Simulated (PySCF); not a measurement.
cyclopropene (C3H4), singlet, at a GFN2-xTB geometry; PBE0/6-311G** (PySCF).

Here is a job for PySCF.
```python
from pyscf import gto, scf, dft

mol = gto.M(
    atom='''
C    -0.023980   -0.009884    0.852919
C     0.014152   -0.642536   -0.506755
C     0.013921    0.654107   -0.491735
H     0.865702   -0.016920    1.474061
H    -0.947157   -0.016654    1.423095
H     0.028731   -1.565950   -1.030141
H     0.028167    1.589403   -0.993590
''',
    basis='6-311g**',
    charge=0,
    spin=0,
    verbose=5,
)

mf = dft.RKS(mol)
mf.xc = 'pbe0'
mf.kernel()
```

Q: Write the output that PySCF gives for this input, abridged.

A: 
```
PySCF version 2.14.0

[INPUT] verbose = 5
[INPUT] max_memory = 4000
[INPUT] num. atoms = 7
[INPUT] num. electrons = 22
[INPUT] charge = 0
[INPUT] spin (= nelec alpha-beta = 2S) = 0
[INPUT] symmetry False subgroup None
[INPUT] Mole.unit = angstrom
[INPUT] Symbol           X                Y                Z      unit          X                Y                Z       unit  Magmom
[...]
[INPUT] ---------------- BASIS SET ----------------
[INPUT] l, kappa, [nprim/nctr], expnt,             c_1 c_2 ...
[INPUT] C
[...]
                                682.024           0.0152306
                                154.973           0.0761269
                                44.4553           0.260801
                                13.029            0.616462
                                1.82773           0.221006
[...]
                                4.80331           0.919999
                                1.45933           -0.00303068
[...]
                                4.80331           0.237594
                                1.45933           0.815854
[...]
[INPUT] H
[...]
                                5.09479           0.190373
                                1.15879           0.852161
[...]
nuclear repulsion = 64.1101600291322
number of shells = 40
number of NR pGTOs = 125
number of NR cGTOs = 78
basis = 6-311g**
ecp = {}

******** <class 'pyscf.dft.rks.RKS'> ********
method = RKS
initial guess = minao
damping factor = 0
level_shift factor = 0
DIIS = <class 'pyscf.scf.diis.CDIIS'>
diis_start_cycle = 1
diis_space = 8
diis_damp = 0
SCF conv_tol = 1e-09
SCF conv_tol_grad = None
SCF max_cycles = 50
direct_scf = True
direct_scf_tol = 1e-13
XC library pyscf.dft.libxc version 7.1.2
    S. Lehtola, C. Steigemann, M. J. T. Oliveira, and M. A. L. Marques,  SoftwareX 7, 1–5 (2018)
XC functionals = pbe0
    C. Adamo and V. Barone,  J. Chem. Phys. 110, 6158 (1999)
    M. Ernzerhof and G. E. Scuseria,  J. Chem. Phys. 110, 5029 (1999)
radial grids:
    Treutler-Ahlrichs [JCP 102, 346 (1995); DOI:10.1063/1.469408] (M4) radial grids

becke partition: Becke, JCP 88, 2547 (1988); DOI:10.1063/1.454033
pruning grids: <function nwchem_prune>
grids dens level: 3
symmetrized grids: False
atomic radii adjust function: <function treutler_atomic_radii_adjust>
small_rho_cutoff = 0
Set gradient conv threshold to 3.16228e-05
Initial guess from minao.
atom C rad-grids = 75, ang-grids = [ 50  50  50  50  50  50  50  50  50  50  50  50  50  50  50  50  50  50
[...]
  1.07023058e+00  1.24666622e+00  1.33598435e+00  1.36393910e+00
  1.38513840e+00  1.39366366e+00  1.48324837e+00  1.52754069e+00
  1.63112344e+00  1.66247026e+00  1.71067766e+00  1.74013357e+00
  1.75988406e+00  1.79463762e+00  1.84973211e+00  1.96545318e+00
  2.07563250e+00  2.07695679e+00  2.10900436e+00  2.26137010e+00
  2.36829541e+00  2.43295117e+00  2.51078654e+00  2.52393640e+00
  2.57815530e+00  2.59561658e+00  2.60922743e+00  2.65665078e+00
  2.78288272e+00  2.88590067e+00  2.90014545e+00  2.93285930e+00
  2.99657712e+00  3.12512955e+00  3.45479308e+00  3.63242602e+00
  3.75854594e+00  4.00217667e+00  4.21992001e+00  2.37972631e+01
  2.40050895e+01  2.46611582e+01]
nelec by numeric integration = 22.00001066851153
E1 = -282.25210389781546  E2 = 101.63976928381854  Ecoul = 119.24291574106445  Exc = -17.603146457245916
cycle= 8 E= -116.502174584865  delta_E= -6.66e-11  |g|= 2.39e-06  |ddm|= 2.93e-05
[...]
  mo_energy =
[-1.02360015e+01 -1.02347920e+01 -1.02274622e+01 -8.98300288e-01
 -6.18470909e-01 -5.86720037e-01 -5.22356631e-01 -4.50251991e-01
 -3.62119547e-01 -3.08534770e-01 -2.63047178e-01  9.87728817e-03
  8.80725845e-02  9.16973119e-02  9.58678734e-02  1.34860780e-01
  1.65838816e-01  2.23799736e-01  2.80472550e-01  2.83167690e-01
  3.53310395e-01  4.01533991e-01  4.09757507e-01  4.38432689e-01
  4.60907526e-01  5.14920075e-01  5.78417553e-01  6.02201907e-01
  6.25918104e-01  6.33663461e-01  6.46101742e-01  7.22306085e-01
  8.16648129e-01  8.36555157e-01  9.07123364e-01  1.04103079e+00
  1.07022991e+00  1.24666572e+00  1.33598437e+00  1.36393914e+00
  1.38513828e+00  1.39366350e+00  1.48324931e+00  1.52754078e+00
  1.63112297e+00  1.66247029e+00  1.71067787e+00  1.74013366e+00
  1.75988435e+00  1.79463744e+00  1.84973157e+00  1.96545335e+00
  2.07563292e+00  2.07695708e+00  2.10900482e+00  2.26137042e+00
  2.36829486e+00  2.43295144e+00  2.51078725e+00  2.52393585e+00
  2.57815543e+00  2.59561591e+00  2.60922777e+00  2.65665126e+00
  2.78288238e+00  2.88590057e+00  2.90014567e+00  2.93285886e+00
  2.99657672e+00  3.12512889e+00  3.45479270e+00  3.63242593e+00
  3.75854698e+00  4.00217583e+00  4.21992032e+00  2.37972627e+01
  2.40050897e+01  2.46611577e+01]
nelec by numeric integration = 22.000010668500806
E1 = -282.2521080615679  E2 = 101.63977344756894  Ecoul = 119.24292017420558  Exc = -17.603146726636634
Extra cycle  E= -116.502174584867  delta_E= -2.07e-12  |g|= 2.04e-06  |ddm|= 6.37e-06
converged SCF energy = -116.502174584867
```
